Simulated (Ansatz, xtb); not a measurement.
CH6GeSi+: which of two isomers lies lower

Structure a: the doublet with the links of `C[SiH+][GeH2]`. Structure b: the doublet with the links of `[CH3][GeH][SiH2+]`. Both are isolated ions in the gas phase, relaxed with B3LYP-D3(BJ)/def2-SVP; the shapes shown needn't be the lowest conformers.

a (Å):

```yaml
atoms:
  - { symbol: C, position_ang: [-2.6017, -1.1817, 0.7213] }
  - { symbol: Ge, position_ang: [-0.8942, -0.5708, -2.4528] }
  - { symbol: Si, position_ang: [-2.3330, -1.6652, -1.0411] }
  - { symbol: H, position_ang: [-2.3588, -2.0398, 1.3734] }
  - { symbol: H, position_ang: [-3.6704, -0.9468, 0.8737] }
  - { symbol: H, position_ang: [-1.9921, -0.3155, 1.0156] }
  - { symbol: H, position_ang: [-3.0654, -2.8155, -1.6172] }
  - { symbol: H, position_ang: [-0.7326, -1.0390, -3.8976] }
  - { symbol: H, position_ang: [-0.0897, 0.6304, -1.9587] }
```

b (Å):

```yaml
atoms:
  - { symbol: C, position_ang: [-2.9212, -1.1370, 0.6185] }
  - { symbol: Ge, position_ang: [-2.4246, -1.4704, -1.2200] }
  - { symbol: Si, position_ang: [-0.4474, -0.7621, -2.1521] }
  - { symbol: H, position_ang: [-3.0884, -2.1080, 1.1133] }
  - { symbol: H, position_ang: [-3.8712, -0.5775, 0.6245] }
  - { symbol: H, position_ang: [-2.1419, -0.5706, 1.1444] }
  - { symbol: H, position_ang: [-3.3770, -2.2474, -2.1361] }
  - { symbol: H, position_ang: [-0.1482, -1.0613, -3.5685] }
  - { symbol: H, position_ang: [0.5232, -0.0067, -1.3314] }
```

Quicker runs give these differences E(b) − E(a): GFN2-xTB −11.4 kJ/mol; HF/STO-3G +27.4 kJ/mol (at GFN2-xTB geometries); r2SCAN-D4/def2-SVP +4.7 kJ/mol (at GFN2-xTB geometries).

Question: Estimate E(b) − E(a) at the level CCSD(T)/def2-SVP + ΔMP2/def2-TZVPP.

Answer: Calculated at CCSD(T)/def2-SVP + ΔMP2/def2-TZVPP: E(b) − E(a) = +10.3 kJ/mol, so structure a lies lower.

How the difference moves with the method:

```
                             level               geometry  E(b) − E(a) (kJ/mol)  departure from the last row (kJ/mol)  job, with rough time for the two
                          GFN2-xTB               GFN2-xTB                   −11.4                                 −21.6              optimisation, 0.17 s
                         HF/STO-3G               GFN2-xTB                   +27.4                                 +17.2              single point, 0.44 s
                r2SCAN-D4/def2-SVP               GFN2-xTB                    +4.7                                  −5.6               single point, 2.7 s
             B3LYP-D3(BJ)/def2-SVP  B3LYP-D3(BJ)/def2-SVP                   +12.8                                  +2.6                optimisation, 50 s
                       HF/def2-SVP  B3LYP-D3(BJ)/def2-SVP                   +10.9                                  +0.7           part of the CCSD(T) run
                      MP2/def2-SVP  B3LYP-D3(BJ)/def2-SVP                   +11.5                                  +1.2           part of the CCSD(T) run
                  CCSD(T)/def2-SVP  B3LYP-D3(BJ)/def2-SVP                   +10.7                                  +0.5                      single point
CCSD(T)/def2-SVP + ΔMP2/def2-TZVPP  B3LYP-D3(BJ)/def2-SVP                   +10.3                                                      single point, 25 s
```

As drawn, b has 1 C–Ge, 1 Si–H in place of 1 C–Si, 1 Ge–H.

GFN2-xTB puts the two in the other order. The largest departure from CCSD(T)/def2-SVP + ΔMP2/def2-TZVPP is that of GFN2-xTB, 21.6 kJ/mol. The last row adds to CCSD(T) the change of the MP2 difference between the two basis sets, here −0.5 kJ/mol.

With harmonic frequencies from B3LYP-D3(BJ)/def2-SVP (ideal gas, rigid rotor, one conformer each, 298.15 K, 1 atm): the zero-point term adds +0.4 kJ/mol; ΔH is +10.9 and ΔG +10.4 kJ/mol.

Open shells are spin-unrestricted. The correlated steps freeze 15 core orbitals; the filled d shell of Ge is correlated, in a basis made for valence electrons. Run with Ansatz 0.2.0, xtb 6.7.1; the last row on 2 threads of Intel(R) Xeon(R) 6975P-C (Granite Rapids) on a shared host.
